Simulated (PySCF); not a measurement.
Compound: C₆H₆N₂S.
SMILES with atom numbers: `[CH3:1][C:2]#[C:3][c:4]1[n:5][s:6][c:7]([CH3:8])[n:9]1`

Definitions: NICS(0) = −σiso at the ring centroid; NICS(1) = −σiso and NICS(1)zz = −σzz at ±1 Å along the ring normal z. Level: GIAO PBE0/pcSseg-1 (PySCF, non-relativistic, gas phase) on the GFN2-xTB geometry, one conformer.

Ring bond lengths (Å), with Mayer bond orders in brackets: C4–N5 1.313 (1.56), N5–S6 1.626 (1.18), S6–C7 1.760 (1.14), C7–N9 1.286 (1.68), N9–C4 1.360 (1.25).

Question: Give the NICS values of each ring in ppm.

Answer: 
```json
{"ring": "C4–N5–S6–C7–N9", "type": "5-membered ring with 2 N and S; formal bonds all aromatic", "NICS(0)": "-12.6", "NICS(1), two faces": "-11.7 / -11.7", "NICS(1)zz, two faces": "-27.4 / -27.4", "rms pucker (Å)": "0.00", "centre to ring atoms, mean (Å)": "1.24"}
```

Question: What do they say, and how far can they be read as aromaticity?

Answer: 
- C4–N5–S6–C7–N9: mean NICS(1)zz -27.4 ppm, shielded. The ring is flat and has no four-coordinate atom; by the NICS criterion it is aromatic.

Question: List the ring angles and the Hirshfeld charges of the ring atoms.

Answer: 
- C4–N5–S6–C7–N9: C4 117.7° (+0.092 e), N5 110.1° (-0.203 e), S6 91.0° (+0.157 e), C7 111.0° (+0.061 e), N9 110.3° (-0.176 e); sum 540.0° against 540° for a flat convex ring.

Question: How shielded are the nuclei of the rings and their hydrogens (means over atoms taken as equivalent)?

Answer: 
```json
{"atoms": "C4", "environment": "substituted aromatic carbon", "σ isotropic (ppm)": "28.3", "principal values of the symmetric part, first atom (ppm)": "-38.0, 47.9, 74.9"}
{"atoms": "N5", "environment": "pyridine-type nitrogen", "σ isotropic (ppm)": "-62.7", "principal values of the symmetric part, first atom (ppm)": "-291.1, -89.1, 192.1"}
{"atoms": "S6", "environment": "ring sulfur", "σ isotropic (ppm)": "71.5", "principal values of the symmetric part, first atom (ppm)": "-157.7, 174.6, 197.6"}
{"atoms": "C7", "environment": "substituted aromatic carbon", "σ isotropic (ppm)": "-7.3", "principal values of the symmetric part, first atom (ppm)": "-90.3, -25.2, 93.4"}
{"atoms": "N9", "environment": "pyridine-type nitrogen", "σ isotropic (ppm)": "-73.8", "principal values of the symmetric part, first atom (ppm)": "-298.9, -110.4, 187.7"}
```
